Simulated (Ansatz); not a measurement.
Geometry optimisation, RKS LDA/def2-SVP (Ansatz 0.2.0).

The input (input.yaml):

```yaml
crystal:
  periodic: [false, false, false]
  atoms:
    - { symbol: Zr, position_ang: [-0.142623, 0.285743, 0.015213] }
    - { symbol: Cl, position_ang: [-0.359195, 0.510444, 2.45848] }
    - { symbol: Cl, position_ang: [2.028229, 0.499261, -0.756812] }
    - { symbol: F, position_ang: [-1.067358, 1.729856, -0.726364] }
    - { symbol: Cl, position_ang: [-1.150471, -1.598953, -0.877457] }
    - { symbol: Si, position_ang: [1.739329, -2.732036, 1.360873] }
    - { symbol: H, position_ang: [0.815826, -3.904839, 1.198802] }
    - { symbol: H, position_ang: [2.658903, -2.612895, 0.179263] }
    - { symbol: H, position_ang: [2.526535, -2.836519, 2.63754] }
    - { symbol: H, position_ang: [0.922424, -1.495863, 1.468562] }
basis:
  gaussian: { orbitals: def2-SVP }
hamiltonian:
  xc: lda
relax:
  f_tol: 0.03
  max_steps: 50
output:
  orbitals: {}
```

Command:

```bash
$ ansatz run input.yaml --threads 4 --pin off --max-ram 5120MiB --backend cpu --events-out ev --progress --plain --runs-dir out
```

**Question.** Where does it end, and by what steps?

**Answer.** The run converged. The force dipped under the threshold on the way, but the program's further checks kept it going. After 12 steps the energy has fallen by 0.251 eV; H8 moved furthest, 0.74 Å. Joined: Zr1–Si6.

```tsv
step	energy less start (eV)	largest force component (eV/Å)	accepted
0	0.0000	1.786	yes
1	-0.1254	1.345	yes
2	-0.1739	0.691	yes
3	-0.2049	0.203	yes
4	-0.2167	0.156	yes
5	-0.2280	0.154	yes
6	-0.2441	0.079	yes
7	-0.2474	0.088	yes
8	-0.2484	0.038	yes
9	-0.2495	0.011	yes
10	-0.2503	0.029	yes
11	-0.2504	0.031	yes
12	-0.2506	0.024	yes
```

```xyz
10
Properties=species:S:1:pos:R:3
Zr 0.000 0.148 0.177
Cl -0.757 0.641 2.317
Cl 2.282 0.496 -0.163
F -0.771 1.515 -0.848
Cl -0.928 -1.767 -0.790
Si 1.647 -2.665 1.227
H 0.775 -3.846 1.541
H 2.037 -2.633 -0.218
H 2.857 -2.612 2.117
H 0.830 -1.433 1.599
```

Time of the run: 22 s on 4 threads of Arm Neoverse V1, on a shared host, peak memory 0.22 GiB.
